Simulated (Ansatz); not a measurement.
Geometry optimisation, Ansatz, UKS PBE-D4/6-31G*.

Input file:

```yaml
crystal:
  periodic: [false, false, false]
  atoms:
    - { symbol: B, position_ang: [0.0, 0.0, 0.0] }
    - { symbol: F, position_ang: [0.0, 0.0, 1.57] }
    - { symbol: Cl, position_ang: [1.6108, 0.0, -0.93] }
    - { symbol: H, position_ang: [-1.0305, 0.0, -0.595] }
    - { symbol: O, position_ang: [0.0, 0.0, 3.1] }
    - { symbol: H, position_ang: [-0.5144, -0.8011, 3.4371] }
magnetization:
  spin_polarized: true
  initial_magnetization: 1
basis:
  gaussian: { orbitals: "6-31G*" }
hamiltonian:
  xc: pbe
  dispersion: d4
relax:
  f_tol: 0.15
  max_steps: 25
  restrain:
    - { distance: [1, 4], at: 1.23, k: 30.0 }
    - { distance: [0, 1], at: 2.52, k: 30.0 }
```

Launched with:

```bash
$ ansatz run input.yaml --threads 2 --pin off --max-ram 3072MiB --backend cpu --events-out ev --progress --plain --runs-dir out
```

Problem. Where does it end, and by what steps?

Solution. The forces met the threshold. The restraints hold the end off the free minimum; the threshold counts their pulls, which the force column leaves out. Restrained pairs: F2–O5 (1.53 → 1.36 Å), B1–F2 (1.57 → 2.51 Å). After 20 steps the energy has risen by 1.431 eV (the restraints' own energy left out); F2 moved furthest, 0.82 Å. The start is strongly strained (largest force component 12 eV/Å), so its close contacts needn't be bonds.

```csv
step,energy less start (eV),largest force component (eV/Å),accepted
0,0.0000,12.172,yes
1,0.7767,6.280,yes
2,1.4893,4.129,yes
3,1.6674,4.941,yes
4,1.4796,3.248,yes
5,1.5042,3.642,yes
6,1.5129,3.812,yes
7,1.4084,2.517,no
8,1.4682,3.492,yes
9,1.4614,3.426,yes
10,1.4718,3.516,yes
11,1.3829,2.246,no
12,1.4437,3.212,yes
13,1.4417,3.057,yes
14,1.4420,3.054,yes
15,1.3660,2.172,no
16,1.4482,3.002,yes
17,1.4288,2.639,yes
18,1.3755,2.469,no
19,1.4193,2.713,yes
20,1.4314,2.934,yes
```

```xyz
6
Properties=species:S:1:pos:R:3
B -0.042 0.366 -0.394
F 0.011 0.616 2.108
Cl 1.556 -0.192 -0.781
H -0.986 -0.382 -0.341
O 0.227 -0.448 2.922
H -0.699 -0.760 3.068
```

The run took 20 s on 2 threads of Intel(R) Xeon(R) 6975P-C (Granite Rapids), with other jobs on the host, peak memory 0.19 GiB.
